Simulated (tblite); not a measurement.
Compound: C₈H₁₀O.
SMILES with atom numbers: `[CH3:1][C:2]1=[CH:3][C@@:4]2([CH2:5][OH:6])[CH:7]=[CH:8][C@@H:9]12` (hydrogens: H10, H11, H12 on C1; H13 on C3; H14, H15 on C5; H16 on O6; H17 on C7; H18 on C8; H19 on C9)

A start from a force field or distance geometry was refined with GFN2-xTB geometry optimisation, gas phase in tblite. Values at the start:

```csv
coordinate,start
C1–C2,1.565 Å
C1–H10,1.083 Å
C2=C3,1.348 Å
C2–C9,1.505 Å
C3–C4,1.534 Å
C3–H13,1.093 Å
C4–C7,1.516 Å
C4–C9,1.542 Å
C5–O6,1.426 Å
C5–H14,1.098 Å
C5–H15,1.104 Å
O6–H16,0.975 Å
C7=C8,1.350 Å
C7–H17,1.088 Å
C8–C9,1.524 Å
C8–H18,1.076 Å
C1–C2–C3,132.6°
C1–C2–C9,133.1°
C2–C3–C4,93.0°
C2–C9–C8,116.8°
C3–C4–C7,116.7°
C4–C5–O6,111.2°
C5–C4–C9,119.7°
C7–C4–C9,86.8°
C1–C2–C3–C4,180°
C2–C3–C4–C5,122°
C3–C4–C5–O6,77°
C3–C4–C9–C8,-118°
```

Task: How do these coordinates change at the GFN2-xTB level?

Result: 
```
 coordinate  GFN2-xTB (Å or °)  change
      C1–C2              1.484  -0.081
      C7=C8              1.329  -0.021
     C3–H13              1.073  -0.020
      C4–C9              1.562  +0.020
      C5–O6              1.408  -0.018
      C3–C4              1.517  -0.017
      C2=C3              1.333  -0.015
      C2–C9              1.520  +0.015
     C7–H17              1.075  -0.013
      C8–C9              1.511  -0.013
     O6–H16              0.964  -0.011
     C5–H14              1.093  -0.005
     C1–H10              1.087  +0.004
     C5–H15              1.102  -0.002
      C4–C7              1.518  +0.002
     C8–H18              1.074  -0.002
   C5–C4–C9              124.1    +4.4
   C1–C2–C3              136.3    +3.7
   C1–C2–C9              129.5    -3.6
   C3–C4–C7              113.4    -3.3
   C2–C9–C8              114.0    -2.8
   C2–C3–C4               94.5    +1.5
   C4–C5–O6              112.5    +1.3
   C7–C4–C9               85.5    -1.3
C2–C3–C4–C5                127      +5
C3–C4–C5–O6                 73      -4
C3–C4–C9–C8               -114      +4
C1–C2–C3–C4                178      -2
```

The energy falls by 0.223 eV over 53 L-BFGS steps, the largest force on an atom goes from 1.86 to 0.009 eV/Å, and the atoms move by 0.087 Å rms after alignment. The bond that changes most is C1–C2 (allylic carbon to fully substituted alkene carbon), which shortens by 0.081 Å. Bonds longer at the end by more than 0.005 Å: 2 of 20; shorter: 9. Rotational constants go from 2988, 1259, 1020 to 3102, 1266, 1036 MHz.

The run took 0.3 s of wall time on an Arm Neoverse V2 with one thread, no GPU, shared host with 192 logical CPUs at a one-minute load of 96.

GFN2-xTB frequencies show an imaginary mode (114i cm⁻¹), so the point is no minimum at that level. 2 starts were optimised and ended at 0.00 and 1.11 kcal/mol (GFN2-xTB); the lowest of these is shown.

The values belong to the conformer `[CH3:1][C:2]1=[CH:3][C@@:4]2([CH2:5][OH:6])[CH:7]=[CH:8][C@@H:9]12`: C3–C4–C5–O6 73°, H–O6–C5–C4 53°.

All values are computed, not measured.
